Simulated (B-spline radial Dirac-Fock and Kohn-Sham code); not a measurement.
Binding energies of Sr²¹⁺ at several levels of theory

System: Sr²¹⁺, configuration [Ne] 3s2 3p5.

The density-functional columns are spherical, spin-unpolarised Dirac-Kohn-Sham results without Breit or QED terms: −ε is minus the orbital energy of the initial state and ΔSCF the difference of two total energies. The reference in the last column comes from Dirac-Fock energy differences between relaxed states, corrected for Breit and QED terms. All numbers are from an atomic code on a B-spline grid, in eV; a selection of levels is shown. For the 1s level of heavy atoms much of the gap between ΔSCF and the reference is the Breit and QED part, -39.8 eV here; for other levels the error of the functional can be larger.

```csv
level,LDA −ε,LDA ΔSCF,Dirac-Fock
1s,16773.6,17040.9,17006.7
2s,3008.6,3071.0,3102.9
2p1/2,2822.2,2895.4,2893.9
3s,1040.0,1066.1,1074.6
3p,965.2,991.8,989.2
```

Values without a named source are computed, but for edge energies of neutral atoms, which are taken from tables.
